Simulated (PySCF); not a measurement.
# Ne(2+) (neon, charge +2) across methods

[He] 2s1 2p5, high-spin 3P determinant (an excited configuration). Computed with PySCF 2.14 in x2c-QZVPPall (7s4p3d2f1g, 57 functions), with scalar relativity by spin-free X2C-1e.

| method | E (hartree) | mean ε 2s α (eV) | mean ε 2p α (eV) | mean ε 2p β (eV) | Σ⟨r²⟩ (bohr²) | ⟨S²⟩ |
| --- | --- | --- | --- | --- | --- | --- |
| wB97X | -125.9277 | -86.996 | -62.238 | -57.128 | 5.039 | 2.002 |
| LDA | -125.1966 | -79.526 | -56.590 | -51.983 | 5.106 | 2.001 |
| M06 | -125.9148 | -85.158 | -60.126 | -54.727 | 5.040 | 2.002 |
| PBE | -125.8521 | -80.047 | -56.555 | -52.020 | 5.089 | 2.001 |
| UHF | -125.54105 | -99.567 | -69.971 | -60.448 | 5.043 | 2.003 |
| PBE0 | -125.8356 | -85.136 | -60.117 | -54.491 | 5.066 | 2.001 |
| TPSSh | -125.9366 | -83.000 | -58.270 | -53.164 | 5.061 | 2.001 |
| HSE06 | -125.8482 | -84.677 | -59.667 | -54.091 | 5.067 | 2.001 |

Task: Estimate the same row for r2SCAN.

Result: E (hartree) = -125.8893; mean ε 2s α (eV) = -82.711; mean ε 2p α (eV) = -57.825; mean ε 2p β (eV) = -52.530; Σ⟨r²⟩ (bohr²) = 5.046; ⟨S²⟩ = 2.002.
